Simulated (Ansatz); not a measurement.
Geometry optimisation, Ansatz 0.2.0, RKS PBE/def2-SVP.

Input file:

```yaml
crystal:
  periodic: [false, false, false]
  atoms:
    - { symbol: Si, position_ang: [-0.8119, 1.0386, 0.812] }
    - { symbol: "N", position_ang: [0.0986, -0.7169, 0.0445] }
    - { symbol: C, position_ang: [0.4849, -0.7098, -1.3451] }
    - { symbol: H, position_ang: [-1.9023, 0.9485, -0.194] }
    - { symbol: H, position_ang: [-0.1208, 2.2548, 0.4173] }
    - { symbol: H, position_ang: [-1.4629, 0.6565, 2.0532] }
    - { symbol: H, position_ang: [1.0929, -0.5344, 0.9133] }
    - { symbol: Cl, position_ang: [1.2752, 0.7108, 2.1358] }
    - { symbol: H, position_ang: [-0.4149, -1.5517, 0.2977] }
    - { symbol: H, position_ang: [1.0599, 0.1916, -1.5466] }
    - { symbol: H, position_ang: [-0.3966, -0.7081, -1.9916] }
    - { symbol: H, position_ang: [1.0978, -1.5798, -1.5966] }
basis:
  gaussian: { orbitals: def2-SVP }
hamiltonian:
  xc: pbe
relax:
  f_tol: 0.15
  max_steps: 25
  restrain:
    - { distance: [0, 7], at: 3.43, k: 30.0 }
    - { distance: [6, 1], at: 2.32, k: 30.0 }
    - { distance: [0, 1], at: 1.82, k: 30.0 }
    - { distance: [6, 7], at: 1.33, k: 30.0 }
```

Run as:

```bash
$ ansatz run input.yaml --threads 2 --pin off --max-ram 3072MiB --backend cpu --events-out ev --progress --plain --runs-dir out
```

**Question.** Where does it end, and by what steps?

**Answer.** The run converged. The restraints hold the end off the free minimum. After 8 steps the energy has fallen by 0.718 eV (the restraints' own energy left out); H7 moved furthest, 0.83 Å. Parted: Si1–Cl8. Joined: H7–Cl8.

```
step  energy less start (eV)  largest force component (eV/Å)  accepted
   0                  0.0000                           2.479       yes
   1                  0.3136                           2.634       yes
   2                  0.4207                           4.042       yes
   3                 -0.0646                           2.892       yes
   4                 -0.6482                           0.578       yes
   5                 -0.6891                           0.529       yes
   6                 -0.6644                           1.031        no
   7                 -0.7100                           0.519       yes
   8                 -0.7184                           0.587       yes
```

```xyz
12
Properties=species:S:1:pos:R:3
Si -0.968 0.836 0.524
N -0.101 -0.628 -0.064
C 0.373 -0.700 -1.443
H -2.212 1.149 -0.282
H -0.032 2.000 0.395
H -1.360 0.555 1.941
H 1.481 -0.168 1.552
Cl 1.766 0.591 2.594
H -0.529 -1.504 0.254
H 0.949 0.217 -1.685
H -0.434 -0.790 -2.208
H 1.065 -1.559 -1.577
```

Run time: 34 s on 2 threads of Arm Neoverse N1 (shared host), peak memory 0.15 GiB.
